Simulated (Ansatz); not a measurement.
Reaction (cleavage of the Si–B bond): `FB(S)[SiH2][SiH3]` + `[OH][SnH3]` → `[SiH3][SiH2][O][SnH3]` + `FBS`

Program: Ansatz. Geometries: PBE0-D4/def2-TZVP. ΔE: electronic, gas phase. CCSD(T)/CBS adds triple-zeta CCSD(T) − MP2 to the extrapolated MP2 energy (def2 sets, frozen cores). This one scheme is used for every species. Elements past krypton have def2 core potentials. For Sn outer-core shells are correlated without core-valence functions, which leaves a few kJ/mol of doubt a bond. Each species was taken in one conformer, which may not be the lowest.

`FB(S)[SiH2][SiH3]`:

Z-matrix (Å, degrees):
```
Si
Si 1 2.343
B 1 2.026 2 109.1
H 1 1.489 2 109.3 3 120.8
H 1 1.490 2 109.0 3 -120.3
H 2 1.488 1 109.8 3 -60.5
H 2 1.487 1 109.9 3 59.0
H 2 1.488 1 110.8 3 179.3
S 3 1.796 1 120.0 2 106.2
F 3 1.330 1 120.3 2 -71.8
H 9 1.347 3 96.9 1 -176.9
```

`[OH][SnH3]`:

Cartesian coordinates in Å:
```
O 0.605 -1.060 0.875
Sn -0.217 0.199 -0.397
H 0.884 -0.644 1.693
H 0.928 1.409 -0.780
H -1.602 0.884 0.335
H -0.598 -0.788 -1.725
```

`[SiH3][SiH2][O][SnH3]`:

Z-matrix (Å, degrees):
```
Si
Si 1 2.342
H 1 1.489 2 111.0
H 1 1.489 2 111.0 3 -120.6
H 1 1.490 2 109.8 3 119.7
O 2 1.632 1 109.1 3 60.3
H 2 1.496 1 109.6 3 -61.7
H 2 1.496 1 109.6 3 -177.7
Sn 6 1.965 2 135.8 1 180.0
H 9 1.699 6 103.8 2 -179.8
H 9 1.704 6 106.6 2 60.4
H 9 1.704 6 106.6 2 -60.0
```

`FBS`:

Z-matrix (Å, degrees):
```
B
F 1 1.322
S 1 1.794 2 117.9
H 1 1.194 2 119.5 3 -180.0
H 3 1.342 1 94.9 2 180.0
```

```tsv
species	SCS-MP2/def2-TZVPP energy (Eh)
`FB(S)[SiH2][SiH3]`	-1103.95658
`[OH][SnH3]`	-291.12672
`[SiH3][SiH2][O][SnH3]`	-871.64153
`FBS`	-523.48948
```

(1) Work out ΔE.

Largest T1 diagnostic among the species: 0.015.

Answers

(1) ΔE = (-871.64153) + (-523.48948) − (-1103.95658) − (-291.12672) = -0.04771 Eh = -125.3 kJ/mol. CCSD(T)/CBS gives -115.4 kJ/mol.

From PBE to PBE0 (25 % exact exchange), in def2-TZVPP and without D4, ΔE moves by −10.1 kJ/mol. In def2-TZVPP, CCSD(T) changes the Hartree–Fock value by +29.5 kJ/mol (the triples alone add +4.5 kJ/mol) and MP2 by +24.1 kJ/mol.
